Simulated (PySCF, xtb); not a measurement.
Cl2Zn, SMILES [Cl][Zn-][Cl] (connectivity only; charge and spin as stated), charge -1, multiplicity 2.

Harmonic wavenumbers (cm⁻¹) from xtb 6.7.1 with GFN2-xTB at its own minimum, in rising order: 67, 184, 212.

### Question
What does PySCF with PBE-D3(BJ)/def2-SVPD give at its own minimum? (Estimate from the structure and the level; the computed values follow.)

### Answer
88, 255, 283. Paired by order, the mean absolute difference is 54 cm⁻¹ and the zero-point energies are 0.7 and 0.9 kcal/mol.
